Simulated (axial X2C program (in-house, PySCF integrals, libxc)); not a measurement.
# Potential curves of GaSe⁻, without spin–orbit coupling

Calculated with an in-house relativistic program for diatomic molecules. Spin-free means the one-electron spin-free X2C Hamiltonian. Basis: Se dyall-acv3z [9s10p7d5f1g], Ga dyall-acv3z [10s10p8d5f1g] (cores contracted in-house); Gaussian nuclei, density fitting, unrestricted open shells. Masses: Se 79.917 u, Ga 68.926 u.

State: M_S = 0, Λ = 0 (closed shell). Energies in cm⁻¹ from the fragments at the same level (Se- + Ga). Fits are polynomials in 1 − R0/R over 0.85 to 1.23 times the lowest point R0.

```json
{"R (Å)": "2.0584", "CCSD(T)": "-27744"}
{"R (Å)": "2.1263", "CCSD(T)": "-29797"}
{"R (Å)": "2.1941", "CCSD(T)": "-30943"}
{"R (Å)": "2.2620", "CCSD(T)": "-31393"}
{"R (Å)": "2.3412", "CCSD(T)": "-31251"}
{"R (Å)": "2.4203", "CCSD(T)": "-30582"}
{"R (Å)": "2.5221", "CCSD(T)": "-29185"}
```

Correlated methods: 10 electrons correlated (number of frozen shells: Se 3 s, 2 p, 1 d; Ga 3 s, 2 p, 1 d), 338 virtual spin orbitals or spinors in MP2, 88 natural virtuals in coupled cluster.

One determinant describes the state; a PBE0 search over occupations chose it and may have missed a lower one. The closed shell is kept restricted, so the energy runs too high when the bond is stretched far. Dissociation energies refer to the lowest single-determinant-based atoms at the same level and basis. CCSD and (T) use frozen natural virtuals with an MP2 correction for the truncation; (T) itself is uncorrected, so its De runs slightly low. With the outer-core shells frozen, correlated bond lengths of heavy atoms tend to come out a few hundredths of an ångström too long. Spin-free De lacks the spin–orbit lowering of the heavy p-block atom, a tenth of an eV or more for 4p and 5p, up to an eV for 6p and one to two eV for 7p atoms, less what an open-shell molecule gains itself. Coupled cluster ran on the points near the minimum only. MP2 and coupled cluster on one determinant become unreliable at the stretched end.

Question: Fit the CCSD(T) curve near its minimum: give the equilibrium distance, the harmonic wavenumber and the well depth.

Answer: At CCSD(T), spin-free: Re = 2.283 Å, ωe ≈ 311 cm⁻¹, De = 3.90 eV to Se- + Ga; Be follows as 0.0874 cm⁻¹.
